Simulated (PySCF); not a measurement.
Isomers of C6H14O, mass 102.104 u with the commonest isotopes. Level of theory: PBE0/pcSseg-1 in PySCF (dipole) on a GFN2-xTB geometry, gas phase. One conformer each, none proved a minimum here; rigid rotors.

Problem. Order these by rotational constant B, largest first.
A. `[CH3:1][CH2:2][O:3][C:4]([CH3:5])([CH3:6])[CH3:7]` with C1–C2–O3–C4 180°
B. `[CH3:1][CH2:2][CH:3]([CH2:4][CH3:5])[O:6][CH3:7]` with C1–C2–C3–C4 -168°, C2–C3–C4–C5 -63°, C2–C3–O6–C7 -162°
C. `[CH3:1][CH2:2][CH2:3][O:4][CH:5]([CH3:6])[CH3:7]` with C1–C2–C3–O4 -179°, C2–C3–O4–C5 168°, C3–O4–C5–C6 73° (n-PrOi-Pr)

Solution. B (2114 MHz), A (1561 MHz), C (1102 MHz).

Problem. Order these by rotational constant C, largest first.
A. `[CH3:1][CH2:2][O:3][C:4]([CH3:5])([CH3:6])[CH3:7]` with C1–C2–O3–C4 180°
B. `[CH3:1][CH2:2][CH2:3][O:4][CH:5]([CH3:6])[CH3:7]` with C1–C2–C3–O4 -179°, C2–C3–O4–C5 168°, C3–O4–C5–C6 73° (n-PrOi-Pr)
C. `[CH3:1][CH2:2][CH:3]([CH2:4][CH3:5])[O:6][CH3:7]` with C1–C2–C3–C4 -168°, C2–C3–C4–C5 -63°, C2–C3–O6–C7 -162°

Solution. A (1532 MHz), C (1405 MHz), B (994.3 MHz).

Problem. Order these by out-of-plane moment Σ m c² = (Ia + Ib − Ic)/2, smallest first.
A. `[CH3:1][CH2:2][CH2:3][O:4][CH:5]([CH3:6])[CH3:7]` with C1–C2–C3–O4 -179°, C2–C3–O4–C5 168°, C3–O4–C5–C6 73°
B. `[CH3:1][O:2][CH2:3][C:4]([CH3:5])([CH3:6])[CH3:7]` with C1–O2–C3–C4 180°
C. `[CH3:1][CH2:2][CH:3]([CH2:4][CH3:5])[O:6][CH3:7]` with C1–C2–C3–C4 -168°, C2–C3–C4–C5 -63°, C2–C3–O6–C7 -162° (3-methoxypentane)
D. `[CH3:1][CH2:2][O:3][C:4]([CH3:5])([CH3:6])[CH3:7]` with C1–C2–O3–C4 180°

Solution. A (15.07 u·Å²), C (29.11 u·Å²), B (58.01 u·Å²), D (58.40 u·Å²).

| SMILES | point group | Ia (u·Å²) | Ib (u·Å²) | Ic (u·Å²) | κ | μa (D) | μb (D) | μc (D) |
| --- | --- | --- | --- | --- | --- | --- | --- | --- |
| CCOC(C)(C)C | Cs | 122.88 | 323.82 | 329.90 | -0.98 | 0.30 | 1.17 | 0.01 |
| COCC(C)(C)C | Cs | 118.72 | 328.47 | 331.17 | -0.99 | 0.44 | 1.09 | 0.00 |
| CCC(CC)OC | C1 | 178.86 | 239.03 | 359.67 | 0.00 | 0.48 | 0.16 | 1.07 |
| CCCOC(C)C | C1 | 79.66 | 458.79 | 508.30 | -0.96 | 0.00 | 0.84 | 0.74 |
